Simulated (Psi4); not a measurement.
Psi4 input (wB97X-D/6-31G*):

```
memory 1500 MB

molecule {
0 2
B     0.09430468   -0.35799188   -1.21042210
H    -0.60782282    0.07899554   -2.06759902
H     0.87309333   -1.22082555   -1.47607758
P    -0.13240901    0.18225991    0.57830281
H     1.24934115    0.19789069    0.92124490
symmetry c1
no_reorient
no_com
}

set {
  basis 6-31G*
  reference uks
  scf_type pk
  dft_radial_points 99
  dft_spherical_points 590
  e_convergence 1e-8
  d_convergence 1e-7
  maxiter 150
}

e = energy('wb97x-d')
print_out(f'\nFINAL {e:.10f} DIPOLE {variable("CURRENT DIPOLE")[0]:.6f} {variable("CURRENT DIPOLE")[1]:.6f} {variable("CURRENT DIPOLE")[2]:.6f}\n')
```

Output:

```
   => Loading Basis Set <=

    Name: 6-31G*
    Role: ORBITAL
    Keyword: BASIS
    atoms 1      entry B          line    94 file 6-31gs.gbs
    atoms 2-3, 5 entry H          line    44 file 6-31gs.gbs
    atoms 4      entry P          line   292 file 6-31gs.gbs

   => WB97X-D: Empirical Dispersion <=

    Chai and Head-Gordon Dispersion Correction
    Chai, J.-D.; Head-Gordon, M. (2010), J. Chem. Phys., 132: 6615-6620

        s6 =       1.000000

         ---------------------------------------------------------
                                   SCF
               by Justin Turney, Rob Parrish, Andy Simmonett
                          and Daniel G. A. Smith
                              UKS Reference
         ---------------------------------------------------------

  ==> Geometry <==

    Molecular point group: c1
    Full point group: C1

    Geometry (in Angstrom), charge = 0, multiplicity = 2:

       Center              X                  Y                   Z               Mass
    ------------   -----------------  -----------------  -----------------  -----------------
         B            0.094304680000    -0.357991880000    -1.210422100000    11.009305360000
         H           -0.607822820000     0.078995540000    -2.067599020000     1.007825032230
         H            0.873093330000    -1.220825550000    -1.476077580000     1.007825032230
         P           -0.132409010000     0.182259910000     0.578302810000    30.973761998420
         H            1.249341150000     0.197890690000     0.921244900000     1.007825032230

  Running in c1 symmetry.

  Rotational constants: A =      4.09873  B =      0.44881  C =      0.41411 [cm^-1]
  Rotational constants: A = 122876.71243  B =  13455.03479  C =  12414.85480 [MHz]
  Nuclear repulsion =   38.669596260796190

  Charge       = 0
  Multiplicity = 2
  Electrons    = 23
  Nalpha       = 12
  Nbeta        = 11

  ==> Algorithm <==

  SCF Algorithm Type is PK.
  DIIS enabled.
  MOM disabled.
  Fractional occupation disabled.
  Guess Type is SAD.
  Energy threshold   = 1.00e-08
  Density threshold  = 1.00e-07
  Integral threshold = 1.00e-12

  ==> Primary Basis <==

  Basis Set: 6-31G*
    Blend: 6-31G*
    Number of shells: 20
    Number of basis functions: 40
    Number of Cartesian functions: 40
    Spherical Harmonics?: false
    Max angular momentum: 2

  ==> DFT Potential <==

   => LibXC <=

    Version 7.1.2
    S. Lehtola, C. Steigemann, M. J. T. Oliveira, and M. A. L. Marques,  SoftwareX 7, 1–5 (2018) (10.1016/j.softx.2017.11.002)

   => Composite Functional: WB97X-D <=

    wB97X-D Hyb-GGA Exchange-Correlation Functional

    J.-D. Chai and M. Head-Gordon,  Phys. Chem. Chem. Phys. 10, 6615–6620 (2008) (10.1039/B810189B)

    Deriv               =              1
    GGA                 =           TRUE
    Meta                =          FALSE

    Exchange Hybrid     =           TRUE
    MP2 Hybrid          =          FALSE

   => Exchange-Correlation Functionals <=

    1.0000   wB97X-D range-separated functional

   => Exact (HF) Exchange <=

    0.7780            HF,LR [omega = 0.2000]
    0.2220               HF

   => LibXC Density Thresholds  <==

    XC_HYB_GGA_XC_WB97X_D:  1.00E-14

   => Molecular Quadrature <=

    Radial Scheme          =       TREUTLER
    Pruning Scheme         =           NONE
    Nuclear Scheme         =       TREUTLER

    Blocking Scheme        =         OCTREE
    BS radius alpha        =              1
    Pruning alpha          =              1
    Radial Points          =             99
    Spherical Points       =            590
    Total Points           =         278029
    Total Blocks           =           2070
    Max Points             =            256
    Max Functions          =             40
    Weights Tolerance      =       1.00E-15

  ==> Integral Setup <==

  Using in-core PK algorithm.
   Calculation information:
      Number of atoms:                   5
      Number of AO shells:              20
      Number of primitives:             54
      Number of atomic orbitals:        40
      Number of basis functions:        40

      Integral cutoff                 1.00e-12
      Number of threads:                 1

  Performing in-core PK
  Using 1009830 doubles for integral storage.
  We computed 21922 shell quartets total.
  Whereas there are 22155 unique shell quartets.

  Computing range-separated integrals for PK
  We computed 21922 wK shell quartets total.
  Whereas there are 22155 wK unique shell quartets.

  ==> DiskJK: Disk-Based J/K Matrices <==

    J tasked:                  Yes
    K tasked:                  Yes
    wK tasked:                 Yes
    Omega:               2.000E-01
    Schwarz Cutoff:          1E-12


  Cached 100.0% of DFT collocation blocks in 0.292 [GiB].

  Minimum eigenvalue in the overlap matrix is 1.1160238178E-02.
  Reciprocal condition number of the overlap matrix is 2.0045780322E-03.
    Using symmetric orthogonalization.

  ==> Pre-Iterations <==

  SCF Guess: Superposition of Atomic Densities via on-the-fly atomic UHF (no occupation information).

   -------------------------
    Irrep   Nso     Nmo
   -------------------------
     A         40      40
   -------------------------
    Total      40      40
   -------------------------

  ==> Iterations <==

                        Total Energy        Delta E     RMS |[F,P]|

   @UKS iter SAD:  -367.22159270191378   -3.67222e+02   0.00000e+00
   @UKS iter   1:  -367.87675719937465   -6.55164e-01   4.24519e-03 ADIIS/DIIS
   @UKS iter   2:  -367.89849174120542   -2.17345e-02   2.10483e-03 ADIIS/DIIS
   @UKS iter   3:  -367.90377581726096   -5.28408e-03   4.12996e-04 ADIIS/DIIS
   @UKS iter   4:  -367.90461552587084   -8.39709e-04   2.48999e-04 ADIIS/DIIS
   @UKS iter   5:  -367.90493930377812   -3.23778e-04   1.06369e-04 ADIIS/DIIS
   @UKS iter   6:  -367.90505468469576   -1.15381e-04   5.75784e-05 DIIS
   @UKS iter   7:  -367.90509297583867   -3.82911e-05   2.78635e-05 DIIS
   @UKS iter   8:  -367.90510496663700   -1.19908e-05   1.23247e-05 DIIS
   @UKS iter   9:  -367.90510746298480   -2.49635e-06   4.70724e-06 DIIS
   @UKS iter  10:  -367.90510775522961   -2.92245e-07   1.84639e-06 DIIS
   @UKS iter  11:  -367.90510779181454   -3.65849e-08   5.89922e-07 DIIS
   @UKS iter  12:  -367.90510779422533   -2.41079e-09   1.97047e-07 DIIS
   @UKS iter  13:  -367.90510779452001   -2.94676e-10   6.89884e-08 DIIS
  Energy and wave function converged.

  ==> Post-Iterations <==

   Electrons on quadrature grid:
      Nalpha   =   12.0000000039 ; deviation = 3.948e-09
      Nbeta    =   10.9999999812 ; deviation = -1.878e-08
      Ntotal   =   22.9999999852 ; deviation = -1.483e-08

   @Spin Contamination Metric:   3.725979209E-03
   @S^2 Expected:                7.500000000E-01
   @S^2 Observed:                7.537259792E-01
   @S   Expected:                5.000000000E-01
   @S   Observed:                5.000000000E-01

    Orbital Energies [Eh]
    ---------------------

    Alpha Occupied:

       1A    -77.243087     2A     -6.881835     3A     -6.679068
       4A     -4.831811     5A     -4.824781     6A     -4.821089
       7A     -0.743865     8A     -0.579636     9A     -0.469666
      10A     -0.429756    11A     -0.362941    12A     -0.328950

    Alpha Virtual:

      13A      0.013884    14A      0.123371    15A      0.174100
      16A      0.247552    17A      0.252889    18A      0.331111
      19A      0.379594    20A      0.391076    21A      0.404626
      22A      0.486279    23A      0.493758    24A      0.553154
      25A      0.728273    26A      0.739056    27A      0.759082
      28A      0.811496    29A      0.884214    30A      0.947286
      31A      1.015400    32A      1.021996    33A      1.167496
      34A      1.336613    35A      1.472141    36A      1.702407
      37A      1.844814    38A      1.882107    39A      3.476471
      40A      3.586488

    Beta Occupied:

       1A    -77.239534     2A     -6.881603     3A     -6.675602
       4A     -4.822491     5A     -4.820103     6A     -4.818735
       7A     -0.714321     8A     -0.570645     9A     -0.458979
      10A     -0.422380    11A     -0.350452

    Beta Virtual:

      12A     -0.075115    13A      0.033333    14A      0.131128
      15A      0.190349    16A      0.252987    17A      0.254953
      18A      0.336883    19A      0.382703    20A      0.407128
      21A      0.413959    22A      0.491025    23A      0.498164
      24A      0.559810    25A      0.749597    26A      0.764311
      27A      0.782181    28A      0.826596    29A      0.899861
      30A      0.975224    31A      1.021811    32A      1.029267
      33A      1.175320    34A      1.344941    35A      1.482637
      36A      1.713490    37A      1.849866    38A      1.885009
      39A      3.487137    40A      3.598249

    Final Occupation by Irrep:
              A
    DOCC [    11 ]
    SOCC [     1 ]
    NA   [    12 ]
    NB   [    11 ]

  @UKS Final Energy:  -367.90510779452001

   => Energetics <=

    Nuclear Repulsion Energy =             38.6695962607961903
    One-Electron Energy =                -583.2705621829708207
    Two-Electron Energy =                 196.9927746900607701
    DFT Exchange-Correlation Energy =     -20.2962036748894050
    Empirical Dispersion Energy =          -0.0007128875167435
    VV10 Nonlocal Energy =                  0.0000000000000000
    Total Energy =                       -367.9051077945200063

  UHF NO Occupations:
  HONO-2 :   10  A 1.9995282
  HONO-1 :   11  A 1.9988077
  HONO-0 :   12  A 1.0000000
  LUNO+0 :   13  A 0.0011923
  LUNO+1 :   14  A 0.0004718
  LUNO+2 :   15  A 0.0001087
  LUNO+3 :   16  A 0.0000770

Computation Completed

Properties will be evaluated at   0.000000,   0.000000,   0.000000 [a0]

Properties computed using the SCF density matrix

 Multipole Moments:

 ------------------------------------------------------------------------------------
     Multipole            Electronic (a.u.)      Nuclear  (a.u.)        Total (a.u.)
 ------------------------------------------------------------------------------------

 L = 1.  Multiply by 2.5417464519 to convert [e a0] to [Debye]
 Dipole X            :          0.2983617           -0.0000002            0.2983615
 Dipole Y            :          0.0055400           -0.0000001            0.0055399
 Dipole Z            :         -0.1256934           -0.0000001           -0.1256935
 Magnitude           :                                                    0.3238042

 ------------------------------------------------------------------------------------

FINAL -367.9051077945 DIPOLE 0.298362 0.005540 -0.125693

*** Psi4 exiting successfully. Buy a developer a beer!
```

The geometry given is a B3LYP-D3(BJ)/def2-TZVP minimum.
